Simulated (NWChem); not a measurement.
System: AlBr$_{2}$, doublet; SMILES [Br][Al][Br]

NWChem input:

```
start job
memory heap 200 mb stack 900 mb global 1100 mb
geometry units angstroms noautoz
  Al     0.656193     0.000000    -0.519549
  Br    -0.235154    -1.964304     0.186186
  Br    -0.235154     1.964304     0.186186
end
basis spherical
  Al library 6-31g*
  Br library 6-31g*
end
dft
  odft
  mult 2
  xc xwpbe 1.00 cpbe96 1.0 hfexch 1.00
  cam 0.4 cam_alpha 0.0 cam_beta 1.0
  iterations 150
  mulliken
end
task dft energy
```

Excerpt of the output:

```
             Northwest Computational Chemistry Package (NWChem) 7.3.0
             --------------------------------------------------------

 C2V symmetry detected

                             Geometry "geometry" -> ""
                             -------------------------

 Output coordinates in angstroms (scale by  1.889725989 to convert to a.u.)

  No.       Tag          Charge          X              Y              Z
 ---- ---------------- ---------- -------------- -------------- --------------
    1 Al                  13.0000     0.00000000     0.00000000     0.95883865
    2 Br                  35.0000    -1.96430400     0.00000000    -0.17807004
    3 Br                  35.0000     1.96430400     0.00000000    -0.17807004

 Effective nuclear repulsion energy (a.u.)     377.1807454517

      Symmetry information
      --------------------

 Group name             C2v
 Group number             16
 Group order               4
 No. of unique centers     2

  pbe96 is a nonlocal functional; adding pw91lda local functional.

                                 NWChem DFT Module
                                 -----------------

 Summary of "ao basis" -> "ao basis" (spherical)
 ------------------------------------------------------------------------------
       Tag                 Description            Shells   Functions and Types
 ---------------- ------------------------------  ------  ---------------------
 Al                          6-31g*                  8       18   4s3p1d
 Br                          6-31g*                 12       32   5s4p3d

      Symmetry analysis of basis
      --------------------------

        a1         31
        a2         11
        b1         26
        b2         14

            General Information
            -------------------
          SCF calculation type: DFT
          Wavefunction type:  spin polarized.
          No. of atoms     :     3
          No. of electrons :    83
           Alpha electrons :    42
            Beta electrons :    41
          Charge           :     0
          Spin multiplicity:     2
          Use of symmetry is: on ; symmetry adaption is: on
          Maximum number of iterations: 150
          AO basis - number of functions:    82
                     number of shells:    32
          Convergence on energy requested:  1.00D-06
          Convergence on density requested:  1.00D-05
          Convergence on gradient requested:  5.00D-04

              XC Information
              --------------
                     Hartree-Fock (Exact) Exchange  1.000
                     LC-wPBE(h)Exchange Functional  1.000
            Perdew 1991 LDA Correlation Functional  1.000 local
           PerdewBurkeErnz. Correlation Functional  1.000 non-local

           Range-Separation Parameters
           ---------------------------
           Alpha           :  0.00
           Beta            :  1.00
           Gamma           :  0.40
           Short-Range HF  :     F

             Grid Information
             ----------------
          Grid used for XC integration:  medium
          Radial quadrature: Mura-Knowles
          Angular quadrature: Lebedev.
          Tag              B.-S. Rad. Rad. Pts. Rad. Cut. Ang. Pts.
          ---              ---------- --------- --------- ---------
          Al                  1.25       88           9.0       590
          Br                  1.15      112          11.0       590
          Grid pruning is: on
          Number of quadrature shells:   200
          Spatial weights used:  Erf1

      Superposition of Atomic Density Guess
      -------------------------------------

 Sum of atomic energies:       -5386.03320777

      Non-variational initial energy
      ------------------------------

 Total energy =   -5386.433011
 1-e energy   =   -8251.703152
 2-e energy   =    2488.089395
 HOMO         =      -0.158076
 LUMO         =       0.018772

   Symmetry analysis of molecular orbitals - initial alpha
   -------------------------------------------------------

  Numbering of irreducible representations:

     1 a1          2 a2          3 b1          4 b2

  Orbital symmetries:

     1 a1          2 b1          3 a1          4 b1          5 b1
     6 a1          7 b1          8 b2          9 a1         10 a2
    11 a1         12 a1         13 b1         14 a1         15 b1
    16 a1         17 b2         18 b1         19 a2         20 a1
    21 b1         22 a1         23 b2         24 a1         25 b1
    26 a2         27 a1         28 b2         29 a2         30 b1
    31 b1         32 a1         33 b2         34 a1         35 b1
    36 a1         37 b1         38 a1         39 b2         40 a2
    41 b1         42 a1         43 b2         44 a1         45 b1
    46 a1         47 b2         48 a1         49 b1         50 a1
    51 b1         52 a1

   Symmetry analysis of molecular orbitals - initial beta
   ------------------------------------------------------

  Numbering of irreducible representations:

     1 a1          2 a2          3 b1          4 b2

  Orbital symmetries:

     1 a1          2 b1          3 a1          4 b1          5 b1
     6 a1          7 b1          8 b2          9 a1         10 a2
    11 a1         12 a1         13 b1         14 a1         15 b1
    16 a1         17 b2         18 b1         19 a2         20 a1
    21 b1         22 a1         23 b2         24 a1         25 b1
    26 a2         27 a1         28 b2         29 a2         30 b1
    31 b1         32 a1         33 b2         34 a1         35 b1
    36 a1         37 b1         38 a1         39 b2         40 a2
    41 b1         42 a1         43 b2         44 a1         45 b1
    46 a1         47 b2         48 a1         49 b1         50 a1
    51 b1         52 a1

     ---------------------------------------------
      Total Density - Mulliken Population Analysis
     ---------------------------------------------

[...]
```

Level: LC-wPBE (HJS exchange hole, range parameter 0.4 per bohr)/6-31G* (spherical d), spin-unrestricted. Structure relaxed at the PBE0/def2-SVP, spin-unrestricted level. This spin state was assumed; another may lie lower. No stability test was run on the SCF state.
